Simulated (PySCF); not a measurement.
Delta-SCF ions had no search for a lower state. Excitations are Tamm–Dancoff values on a coarser integration grid. The basis has no diffuse functions, so Rydberg states are missing or too high.

Cartesian coordinates (Å):
```xyz
7

F     -1.5024    -0.3832     1.5421
Si    -1.0134     0.0055     0.0579
F     -1.6926    -1.0597    -0.9385
F     -1.6916     1.4236    -0.2798
Al     1.4556     0.0097    -0.0996
H      2.2122    -1.3900    -0.0695
H      2.2321     1.3942    -0.2125
```
Charge 0, spin multiplicity 1.

Q: Give the T1 excitation (TDA), dipole moment, S1 excitation (TDA), LUMO, S1–T1 gap (TDA), vertical ionisation energy (Delta-SCF), HOMO–LUMO gap and S1 oscillator strength at the level PBE-D3(BJ)/def2-TZVP run with PySCF.

A: 
```yaml
T1 excitation (TDA): 3.45 eV
dipole_moment: 2.31 D
S1 excitation (TDA): 4.15 eV
LUMO: -3.48 eV
S1–T1 gap (TDA): 0.69 eV
vertical ionisation energy (Delta-SCF): 10.43 eV
HOMO–LUMO gap: 3.88 eV
S1 oscillator strength: 0.006
```
